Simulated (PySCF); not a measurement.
**Spin states of RuH**

Unrestricted PBE0; PySCF, scalar-relativistic core potentials, basis sets H def2-TZVPP, Ru def2-TZVPP with ECP28. Outer shells of the fragments: H 1s1; Ru 4d7 5s1.

Followed along the bond (rough minima from three points):

```json
{"2Ms+1": "4", "unpaired": "σ ↑, δ ↑↑", "⟨S²⟩ at the start": "3.76", "R at minimum (Å)": "1.58", "Te (eV)": "0.00"}
{"2Ms+1": "4", "unpaired": "σ ↑, π ↑, δ ↑", "⟨S²⟩ at the start": "3.77", "R at minimum (Å)": "1.62", "Te (eV)": "0.08"}
{"2Ms+1": "4", "unpaired": "σ ↑, π ↑, δ ↑", "⟨S²⟩ at the start": "3.76", "R at minimum (Å)": "1.61", "Te (eV)": "0.18"}
{"2Ms+1": "4", "unpaired": "π ↑, δ ↑↑", "⟨S²⟩ at the start": "3.77", "R at minimum (Å)": "1.60", "Te (eV)": "0.73"}
{"2Ms+1": "2", "unpaired": "σ ↑, δ ↑↓", "⟨S²⟩ at the start": "1.75", "R at minimum (Å)": "1.56", "Te (eV)": "0.87"}
{"2Ms+1": "2", "unpaired": "σ ↑, π ↓, δ ↑", "⟨S²⟩ at the start": "1.75", "R at minimum (Å)": "1.60", "Te (eV)": "0.89"}
```

Solutions found at the starting distance of 1.515 Å, counted from the lowest of them; the search is not exhaustive and high or unbound solutions are not listed, so other states can lie among these:

```
2Ms+1         unpaired   term  E (eV)  ⟨S²⟩  ⟨Lz²⟩  μ (D)
    4        σ ↑, δ ↑↑    ⁴Σ⁻    0.00  3.76   0.00   2.12
    4    σ ↑, π ↑, δ ↑  mixed    0.13  3.77   4.30   2.29
    4    σ ↑, π ↑, δ ↑  mixed    0.22  3.76   5.01   2.20
    4        π ↑, δ ↑↑  mixed    0.75  3.77   1.56   2.17
    2        σ ↑, δ ↑↓  mixed    0.86  1.75   8.01   2.02
    2    σ ↑, π ↓, δ ↑  mixed    0.91  1.75   5.02   2.19
    2    σ ↓, π ↑, δ ↑  mixed    0.94  1.71   5.05   2.12
    2    σ ↑, π ↑, δ ↓  mixed    1.09  1.76   6.56   2.25
    2              δ ↑     ²Δ    1.14  0.75   4.01   2.16
    2        σ ↓, δ ↑↑  mixed    1.16  1.75   0.00   1.83
    2        π ↓, δ ↑↑  mixed    1.72  1.75   1.39   2.25
    2              σ ↑  mixed    1.72  0.75   8.00   2.01
    6  σ ↑↑, π ↑↑, δ ↑     ⁶Δ    1.75  8.75   4.01  -0.76
    6  σ ↑↑, π ↑, δ ↑↑     ⁶Π    1.94  8.75   1.02  -0.64
```

A term symbol is given only where ⟨S²⟩ and ⟨Lz²⟩ are close to those of a pure state; real π, δ and φ orbitals otherwise mix terms. A positive dipole means H(−)Ru(+).

Problem. Compare the gap between the two lowest followed solutions at the starting distance with the gap between their minima.

Solution. At PBE0 the second solution (quartet, unpaired electrons σ ↑, π ↑, δ ↑) lies +0.13 eV from the first (quartet, unpaired electrons σ ↑, δ ↑↑) at 1.515 Å and +0.08 eV at the minima; the two curves relax by different amounts, since their minima lie near 1.62 and 1.58 Å.

Spin–orbit coupling is left out. With d or f electrons several states lie close, and the lowest PBE0 determinant need not be the measured ground state.
